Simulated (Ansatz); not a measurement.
Species: SnBr4, net charge -1, doublet state. SMILES of the parent species: [Br][Sn]([Br])([Br])[Br]
Structure (B3LYP-D3(BJ)/def2-TZVP (Ansatz, an electronic-structure program) minimum search):
```
Sn
Br 1 2.6708
Br 1 2.6708 2 109.47
Br 1 2.6708 2 109.47 3 -120.00
Br 1 2.6708 2 109.47 3 120.00
```
Charge -1, spin multiplicity 2.

Parts of the frozen-core correlation energy in def2-TZVPP (Ansatz, hartree). Frozen orbitals: 65; correlated occupied orbitals by spin: 17 and 16; virtual: 160 and 161. Open shells are spin-unrestricted. No spin-orbit coupling. Past Kr the def2 sets carry scalar-relativistic core potentials.

| term | value |
|---|---|
| reference (HF) | -10503.29378 |
| MP2 opposite-spin | ? |
| MP2 same-spin | ? |
| CCSD correlation | ? |
| (T) | -0.03585 |
| T1 diagnostic | 0.012 |
| largest doubles amplitude | 0.021 |
| <S^2> of the reference | 0.779 |

Complete the blanks.


- MP2 opposite-spin, value: -0.55017
- MP2 same-spin, value: -0.18972
- CCSD correlation, value: -0.79481
